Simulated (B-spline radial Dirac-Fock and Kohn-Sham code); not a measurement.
The Na-like isoelectronic sequence (11 electrons), Z = 52 to 65

Method: ΔSCF Dirac-Fock with Breit, self-energy and vacuum polarisation, finite nucleus, configuration average. Computed with an atomic code on a B-spline grid. Binding energies in eV, tabulated ground configurations ([Ne] 3s1 throughout). The model has no electron correlation.

```csv
ion,2p1/2,2p3/2,outermost level,NIST ionisation energy
Te⁴¹⁺,7194.0,6911.6,3039.8 (3s),3041 ± 0.5
I⁴²⁺,7531.7,7224.3,3184.4 (3s),3185.5 ± 0.5
Xe⁴³⁺,7878.1,7544.1,3332.6 (3s),3333.8 ± 0.5
Cs⁴⁴⁺,8233.3,7870.8,3484.6 (3s),3485 ± 4
Ba⁴⁵⁺,8597.5,8204.7,3640.3 (3s),3640 ± 4
La⁴⁶⁺,8970.6,8545.5,3799.7 (3s),3800 ± 4
Ce⁴⁷⁺,?,?,?,?
Pr⁴⁸⁺,9744.4,9248.4,4130.2 (3s),4130 ± 4
Nd⁴⁹⁺,10145.2,9610.5,4301.2 (3s),4302 ± 4
Pm⁵⁰⁺,10555.6,9979.7,4476.2 (3s),4476 ± 4
Sm⁵¹⁺,10975.5,10356.0,4655.1 (3s),4655 ± 4
Eu⁵²⁺,11405.2,10739.4,4838.1 (3s),4838 ± 4
Gd⁵³⁺,11844.7,11129.9,5025.1 (3s),5025 ± 5
Tb⁵⁴⁺,12294.3,11527.6,5216.3 (3s),5217 ± 5
```

Q: Fill in the row of Ce⁴⁷⁺.

A: 2p1/2 9352.9, 2p3/2 8893.4, outermost 3963.0 (3s), NIST 3963 ± 4 eV.

NIST's values are for the lowest levels; a dash marks a value that is missing or belongs to another shell. Their kind here: semi-empirical, theoretical.
